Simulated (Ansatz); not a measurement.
Stepwise reaction of `C[O][Ga]([OH])[O]C` with hydrogen fluoride, as a gas-phase model of exchange steps in deposition or etching. ΔE in kJ/mol.

Isolated molecules relaxed with PBE0-D4/def2-TZVP in Ansatz; ΔE leaves out vibrations. CCSD(T)/CBS adds triple-zeta CCSD(T) − MP2 to the extrapolated MP2 energy (def2 sets, frozen cores). This one scheme is used for every species. Functionals use def2-TZVPP. B3LYP here is the variant with VWN-RPA as its local correlation; programs differ in this. For Ga outer-core shells are correlated without core-valence functions, which leaves a few kJ/mol of doubt a bond. Scalar relativity is left out up to krypton. One conformer a species, not always the lowest.

```
step                                                reaction  PBE-D4  B3LYP-D4  ωB97M-V  CCSD(T)/CBS
   2  `C[O][Ga]([OH])[F]` + H–F → `[OH][Ga]([F])[F]` + CH₃OH   -25.5     -25.7    -28.0        -18.5
```

Question: Give the row of step 1, `C[O][Ga]([OH])[O]C` + H–F → `C[O][Ga]([OH])[F]` + CH₃OH. (An estimate is asked.)

Answer: The calculation gave: 
| step | reaction | PBE-D4 | B3LYP-D4 | ωB97M-V | CCSD(T)/CBS |
| --- | --- | --- | --- | --- | --- |
| 1 | `C[O][Ga]([OH])[O]C` + H–F → `C[O][Ga]([OH])[F]` + CH₃OH | -30.8 | -30.5 | -33.0 | -23.3 |

Question: By hand: ΔE of the 2 steps together at CCSD(T)/CBS.

Answer: (-23.3) + (-18.5) = -41.8 kJ/mol, or -20.9 kJ/mol a step.

In ΔE the steps differ by no more than 4.8 kJ/mol. All are downhill at CCSD(T)/CBS. PBE-D4 differs from CCSD(T)/CBS by -7.5 to -7.0 kJ/mol a step. Only this route is followed, and other bonds may react first. Isolated molecules leave out the surface, adducts and barriers. Largest T1 diagnostic: 0.015.
